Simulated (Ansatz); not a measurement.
SiH2O2F (SMILES O[Si](O)F): the energy to break a bond

The species is SiH2O2F (6 atoms), meant as a doublet with charge 0. SMILES: `O[Si](O)F`. The shape was relaxed beforehand at wB97X-V/def2-SVP. This is one conformer, not always the lowest.

```xyz
6

O    -0.9046    1.0434   -0.6290
Si    0.3900    0.0344   -0.4488
O     0.3501   -0.5667    1.0983
F     0.1651   -1.1542   -1.5328
H    -1.0589    1.6785    0.0800
H     1.1004   -1.0995    1.3862
```

Wanted: the dissociation energy of the O3–Si2 bond into doublet OH and singlet SiHOF (shapes relaxed at wB97X-V/def2-SVP, no zero-point term). 1 Eh = 2625.50 kJ/mol = 27.2114 eV. Totals in Eh; open shells run unrestricted unless said.

```tsv
level	program	SiH2O2F	doublet OH	singlet SiHOF
USVWN5/def2-TZVP	Ansatz	-538.376358	-75.198934	-463.017382
UB2PLYP/def2-TZVP, 8 core orbitals frozen	Ansatz	-540.963136	-75.716277	-465.115329
RPA@PBE/def2-TZVP, 8 core orbitals frozen	Ansatz	-540.714872	-75.744195	-464.852931
```

**Question.** Work out the dissociation energy at each level.

**Answer.** 
1. USVWN5/def2-TZVP: (-75.198934) + (-463.017382) − (-538.376358) = 0.160042 Eh = 420.2 kJ/mol = 4.35 eV.
2. UB2PLYP/def2-TZVP: (-75.716277) + (-465.115329) − (-540.963136) = 0.131530 Eh = 345.3 kJ/mol = 3.58 eV.
3. RPA@PBE/def2-TZVP: (-75.744195) + (-464.852931) − (-540.714872) = 0.117746 Eh = 309.1 kJ/mol = 3.20 eV.

The levels span 309 to 420 kJ/mol; no measured value is set beside them. A fragment with an even electron count was run as a singlet and may have a lower triplet. A bond enthalpy at 298 K also holds the loss of zero-point energy and thermal terms.
